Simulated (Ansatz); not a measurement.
`C=C(CC)C(C)C`, relaxed with RKS PBE-D4/def2-SVP in Ansatz from a rough embedded geometry. The force threshold is 0.03 eV/Å; the program also tests the step.

Total charge 0; spin multiplicity 1.

Start:

```xyz
21

C    -0.670   -0.186    1.730
C    -0.493   -0.239    0.420
C    -1.660   -0.308   -0.525
C    -1.894    1.038   -1.215
C     0.881   -0.230   -0.215
C     1.680    1.011    0.187
C     1.646   -1.503    0.153
H     0.152   -0.124    2.423
H    -1.653   -0.202    2.170
H    -1.470   -1.072   -1.284
H    -2.562   -0.589    0.022
H    -2.110    1.805   -0.475
H    -1.015    1.342   -1.778
H    -2.735    0.971   -1.902
H     0.758   -0.215   -1.304
H     2.631    1.034   -0.341
H     1.880    1.010    1.255
H     1.127    1.916   -0.056
H     1.078   -2.385   -0.136
H     1.821   -1.546    1.225
H     2.608   -1.528   -0.355
```

```json
{"step": "1", "energy (eV)": "-7471.5106", "largest force (eV/Å)": "0.847", "largest move (Å)": "0.000"}
{"step": "2", "energy (eV)": "-7471.6527", "largest force (eV/Å)": "0.236", "largest move (Å)": "0.063"}
{"step": "3", "energy (eV)": "-7471.6626", "largest force (eV/Å)": "0.144", "largest move (Å)": "0.076"}
{"step": "4", "energy (eV)": "-7471.6661", "largest force (eV/Å)": "0.095", "largest move (Å)": "0.058"}
{"step": "5", "energy (eV)": "-7471.6672", "largest force (eV/Å)": "0.026", "largest move (Å)": "0.014"}
```

End:

```xyz
21

C    -0.680   -0.196    1.784
C    -0.505   -0.237    0.447
C    -1.680   -0.295   -0.503
C    -1.901    1.025   -1.261
C     0.886   -0.215   -0.192
C     1.699    1.027    0.206
C     1.654   -1.512    0.117
H     0.168   -0.132    2.486
H    -1.688   -0.230    2.229
H    -1.510   -1.112   -1.241
H    -2.601   -0.562    0.056
H    -2.124    1.850   -0.554
H    -1.004    1.319   -1.844
H    -2.748    0.943   -1.973
H     0.739   -0.176   -1.294
H     2.675    1.048   -0.321
H     1.905    1.038    1.296
H     1.154    1.961   -0.040
H     1.077   -2.408   -0.190
H     1.853   -1.602    1.205
H     2.630   -1.534   -0.411
```

Run time 20 s (2 threads of an AMD EPYC 7R13 on a shared host); peak host memory 0.27 GiB.
